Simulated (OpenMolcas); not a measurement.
Co2+: effect of the metal basis

Co2+ with its 6 nearest fluoride ions at 2.089 Å, on the Cd site of idealised cubic KCdF3 (a = 4.302 Å, distance in the model lattice 2.151 Å). The rest of the host is ab initio model potentials to 7.6 Å and point charges beyond; the distance is set by hand and nothing relaxes.

```json
{
  "Program": "OpenMolcas 26.06",
  "Method": "CASSCF",
  "Spin-orbit coupling": "state interaction with AMFI integrals over the reference wave functions"
}
```

Fixed: ligand basis ANO-RCC-VDZP, active space 7 electrons in 5 orbitals (3d), DKH2 Hamiltonian.

States (labels of O, the rotations of Oh). Energies in cm-1 above the lowest state or level, χT in cm3 K/mol; under a threefold ground state the first gap can be a small split of the lowest multiplet, not the spin-orbit step; 10Dq and B are least-squares fits to the states below 45000 cm-1, weighted by degeneracy, with a free offset, and given where the rms deviation is under 5 % of |10Dq| (or 100 cm-1) and under 700 cm-1.

| Run | Metal basis | Ground state | First state of that spin | 10Dq | B (rms of fit) | First gap with spin-orbit (degeneracies) | χT at 300 K | First state of another spin | Cost |
| --- | --- | --- | --- | --- | --- | --- | --- | --- | --- |
| A | ANO-RCC-VDZP | 4T1 | 4T2 5394 | 6122 | 1218 (99) | 357.7 (2, 4) | 3.655 | 2E 15902 | roughly 22 core-seconds |
| B | ANO-RCC-VTZP | 4T1 | 4T2 5129 | 5831 | 1219 (95) | 356.5 (2, 4) | 3.675 | 2E 16162 | roughly 20 core-seconds |

Against A, |10Dq| changes by -4.8 % in B.

Costs are those of the RASSCF and RASSI steps.

An orbital triplet at a regular site is open to Jahn-Teller coupling, which can distort the site and quench the lowest spin-orbit gaps and is left out. Without dynamic correlation the repulsion within the d shell is too large (B by tens of per cent), so at a given field states of lower spin stand too high. Ligand-to-metal charge-transfer states are missing. With no ligand orbital active B as a rule stays too high, so bands that hang on it stand too high and its fall with covalency is understated. With metal d orbitals alone and no dynamic correlation 10Dq can be off by a tenth to a fifth, either way, in oxide and fluoride hosts. No measured value stands beside these numbers; the geometry was set by hand and not optimised.
